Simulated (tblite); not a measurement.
Species: C4H9NOSi2.
SMILES with atom numbers: `[CH:1]#[C:2][Si@@H:3]([CH3:4])[NH:5][C:6](=[O:7])[SiH3:8]` (hydrogens: H9 on C1; H10 on Si3; H11, H12, H13 on C4; H14 on N5; H15, H16, H17 on Si8)

Computed with GFN2-xTB (tblite), gas phase: L-BFGS steps from a force-field or distance-geometry start until the largest atomic force falls under 0.01 eV/Å.

Step 48: E = -640.6004 eV
```
atom  x, y, z in Å  |  force x, y, z in eV/Å
C1     -2.8493    1.6277   -1.6703   -0.002   0.009   0.003
C2     -2.1092    1.2685   -0.7944   -0.008   0.005  -0.009
Si3    -0.9883    0.6699    0.5582    0.001  -0.012   0.011
C4     -1.7550   -0.8496    1.3897   -0.006  -0.022   0.007
N5      0.4371    0.2296   -0.3900    0.009   0.018  -0.004
C6      1.5221   -0.1975    0.2849    0.000   0.001  -0.003
O7      1.4591   -0.2861    1.5027    0.007   0.014   0.000
Si8     3.1322   -0.6628   -0.6396   -0.011  -0.002   0.016
H9     -3.4938    1.9485   -2.4376   -0.014   0.010  -0.010
H10    -0.6520    1.7580    1.4744    0.015   0.008  -0.020
H11    -1.0968   -1.2373    2.1604    0.005  -0.005   0.009
H12    -1.9346   -1.6465    0.6724   -0.007  -0.011  -0.010
H13    -2.7053   -0.5988    1.8511   -0.002  -0.003   0.009
H14     0.4887    0.3179   -1.3918    0.014  -0.003  -0.007
H15     2.9770   -0.3227   -2.0599   -0.014  -0.002   0.017
H16     4.2260    0.0942   -0.0395    0.007  -0.004  -0.004
H17     3.3353   -2.1010   -0.4806    0.008  -0.002  -0.005
```

Step 49: E = -640.6005 eV
```
atom  x, y, z in Å  |  force x, y, z in eV/Å
C1     -2.8503    1.6294   -1.6701    0.010   0.002   0.016
C2     -2.1099    1.2682   -0.7952   -0.016   0.010  -0.020
Si3    -0.9889    0.6700    0.5568    0.005  -0.020   0.037
C4     -1.7549   -0.8504    1.3894   -0.005  -0.023   0.004
N5      0.4376    0.2299   -0.3896    0.011   0.012  -0.003
C6      1.5229   -0.1964    0.2855    0.003   0.008  -0.006
O7      1.4611   -0.2818    1.5036    0.006   0.010  -0.001
Si8     3.1331   -0.6632   -0.6393   -0.028  -0.001   0.020
H9     -3.4947    1.9510   -2.4366   -0.023   0.014  -0.020
H10    -0.6534    1.7588    1.4733    0.012   0.000  -0.026
H11    -1.0961   -1.2391    2.1594    0.001   0.003   0.002
H12    -1.9351   -1.6473    0.6718   -0.007  -0.004  -0.007
H13    -2.7051   -0.6002    1.8519    0.007  -0.002   0.004
H14     0.4885    0.3146   -1.3918    0.014  -0.002  -0.009
H15     2.9771   -0.3237   -2.0593   -0.014  -0.001   0.012
H16     4.2268    0.0935   -0.0398    0.014  -0.001  -0.001
H17     3.3343   -2.1013   -0.4798    0.010  -0.007  -0.004
```

Step 50: E = -640.6008 eV
```
atom  x, y, z in Å  |  force x, y, z in eV/Å
C1     -2.8519    1.6327   -1.6695    0.022  -0.008   0.029
C2     -2.1114    1.2676   -0.7963   -0.022   0.014  -0.029
Si3    -0.9898    0.6695    0.5551    0.007  -0.026   0.061
C4     -1.7546   -0.8523    1.3887   -0.003  -0.019   0.000
N5      0.4385    0.2307   -0.3893    0.009   0.000  -0.003
C6      1.5244   -0.1937    0.2865    0.007   0.019  -0.006
O7      1.4648   -0.2727    1.5051    0.003   0.005  -0.002
Si8     3.1340   -0.6639   -0.6383   -0.043   0.001   0.022
H9     -3.4963    1.9556   -2.4350   -0.030   0.018  -0.027
H10    -0.6551    1.7600    1.4708    0.008  -0.009  -0.031
H11    -1.0947   -1.2427    2.1574   -0.004   0.012  -0.008
H12    -1.9362   -1.6485    0.6701   -0.005   0.004   0.001
H13    -2.7045   -0.6029    1.8534    0.019  -0.003  -0.002
H14     0.4881    0.3083   -1.3921    0.013   0.000  -0.009
H15     2.9771   -0.3257   -2.0582   -0.013   0.000   0.006
H16     4.2284    0.0921   -0.0402    0.020   0.001   0.003
H17     3.3322   -2.1021   -0.4781    0.012  -0.011  -0.003
```

Step 51: E = -640.6011 eV
```
atom  x, y, z in Å  |  force x, y, z in eV/Å
C1     -2.8542    1.6374   -1.6684    0.027  -0.015   0.033
C2     -2.1139    1.2665   -0.7972   -0.020   0.015  -0.030
Si3    -0.9910    0.6681    0.5535    0.006  -0.025   0.063
C4     -1.7541   -0.8556    1.3876    0.001  -0.010  -0.006
N5      0.4397    0.2320   -0.3893    0.002  -0.015  -0.004
C6      1.5264   -0.1887    0.2877    0.010   0.032  -0.001
O7      1.4699   -0.2575    1.5071   -0.004  -0.003  -0.004
Si8     3.1346   -0.6649   -0.6363   -0.045   0.003   0.020
H9     -3.4984    1.9630   -2.4331   -0.027   0.018  -0.023
H10    -0.6568    1.7610    1.4669    0.005  -0.015  -0.030
H11    -1.0925   -1.2483    2.1543   -0.007   0.017  -0.017
H12    -1.9378   -1.6499    0.6670   -0.004   0.008   0.010
H13    -2.7028   -0.6070    1.8555    0.027  -0.004  -0.009
H14     0.4875    0.2984   -1.3931    0.010   0.004  -0.005
H15     2.9769   -0.3289   -2.0564   -0.012   0.001   0.001
H16     4.2308    0.0901   -0.0406    0.021   0.000   0.004
H17     3.3286   -2.1036   -0.4752    0.013  -0.012  -0.001
```

Q: Estimate the geometry and energy of step 52. (The exact step hangs on the optimiser's Hessian estimate; all steps are aligned on step 51, rigid shifts and turns removed.)

A: E = -640.6014 eV, largest force 0.039 eV/Å
```
atom  x, y, z in Å  |  force x, y, z in eV/Å
C1     -2.8561    1.6415   -1.6670    0.018  -0.014   0.020
C2     -2.1166    1.2652   -0.7974   -0.007   0.010  -0.018
Si3    -0.9918    0.6662    0.5530    0.001  -0.015   0.035
C4     -1.7534   -0.8590    1.3865    0.005  -0.001  -0.010
N5      0.4407    0.2332   -0.3896   -0.008  -0.027  -0.003
C6      1.5281   -0.1831    0.2887    0.008   0.038   0.003
O7      1.4740   -0.2427    1.5087   -0.011  -0.007  -0.001
Si8     3.1343   -0.6657   -0.6340   -0.028   0.004   0.012
H9     -3.5000    1.9699   -2.4316   -0.014   0.011  -0.006
H10    -0.6574    1.7612    1.4628    0.003  -0.011  -0.020
H11    -1.0907   -1.2535    2.1511   -0.004   0.015  -0.019
H12    -1.9392   -1.6508    0.6639   -0.004   0.004   0.013
H13    -2.7007   -0.6107    1.8572    0.024  -0.003  -0.010
H14     0.4870    0.2893   -1.3942    0.004   0.008  -0.001
H15     2.9764   -0.3320   -2.0548   -0.012   0.001   0.001
H16     4.2332    0.0882   -0.0407    0.014  -0.007   0.001
H17     3.3253   -2.1051   -0.4724    0.011  -0.006   0.002
```

The energy changes by -0.0003 eV. The first-order estimate −F·Δx gives -0.0004 eV and the mean of the old and new forces, exact on a quadratic surface, -0.0003 eV. The step makes an angle of 83° with the force vector and moves no atom by more than 0.015 Å.

What follows is the cost of the whole relaxation. The run took 0.85 s of wall time on one thread, Arm Neoverse N1 (aarch64), no GPU (shared host).
